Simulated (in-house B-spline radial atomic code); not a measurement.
Successive ionisation energies of cerium; each step leads to the configuration of the next row (after the last: [Kr] 4d10 5s1). Dirac energy differences include first-order Breit, QED and recoil terms. NIST's values go from ground level to ground level; the uncertainty of those that are theory runs from under 0.1 % in few-electron ions to several per cent in heavy many-electron ones. Computed with a radial B-spline atomic code at the basis-set limit: Dirac-Hartree-Fock, average of the configuration, finite nuclei.

Some pairs differ by more than the removed electron.

```csv
ion,configuration,ionisation energy (eV),tabulated value (eV),tabulated kind,computed minus tabulated (eV),highest orbital,largest mean radius (bohr)
Ce,[Xe] 4f1 5d1 6s2,5.08,5.5386,measured,-0.46,6s1/2,4.6487
Ce+,[Xe] 4f1 5d2,?,?,semi-empirical,?,?,?
Ce2+,[Xe] 4f2,17.23,20.1974,semi-empirical,-2.97,4f7/2,1.8313
Ce3+,[Xe] 4f1,34.98,36.906,semi-empirical,-1.92,4f7/2,1.7476
Ce4+,[Kr] 4d10 5s2 5p6,65.68,65.55,semi-empirical,0.13,5p3/2,1.6705
Ce5+,[Kr] 4d10 5s2 5p5,?,?,semi-empirical,?,?,?
Ce6+,[Kr] 4d10 5s2 5p4,?,?,tabulated theory,?,?,?
Ce7+,[Kr] 4d10 5s2 5p3,107.24,106,tabulated theory,1.24,5p3/2,1.559
Ce8+,[Kr] 4d10 5s2 5p2,122.00,125,tabulated theory,-3.00,5p3/2,1.5277
Ce9+,[Kr] 4d10 5s2 5p1,137.18,140,tabulated theory,-2.82,5p3/2,1.4986
Ce10+,[Kr] 4d10 5s2,172.37,172,tabulated theory,0.37,5s1/2,1.3485
```

Task: Fill in the row of Ce+.

Result: ionisation energy (eV): 10.96; tabulated value (eV): 10.956; computed minus tabulated (eV): 0.00; highest orbital: 5d5/2; largest mean radius (bohr): 2.8922.

Task: Fill in the row of Ce5+.

Result: ionisation energy (eV): 79.05; tabulated value (eV): 77.6; computed minus tabulated (eV): 1.45; highest orbital: 5p3/2; largest mean radius (bohr): 1.6294.

Task: Fill in the row of Ce6+.

Result: ionisation energy (eV): 92.92; tabulated value (eV): 91; computed minus tabulated (eV): 1.92; highest orbital: 5p3/2; largest mean radius (bohr): 1.5928.

Task: Where is the largest jump?

Result: From Ce to Ce+, by a factor of 2.16 (5.082 to 10.956 eV); the highest orbital goes from 6s1/2 to 5d5/2.

Where a p, d or f electron is removed, the computed value is a mean over both j, so it misses the tabulated one by a part of the spin-orbit splitting; averaging over terms and missing correlation add to the gap, relatively most at low charge.
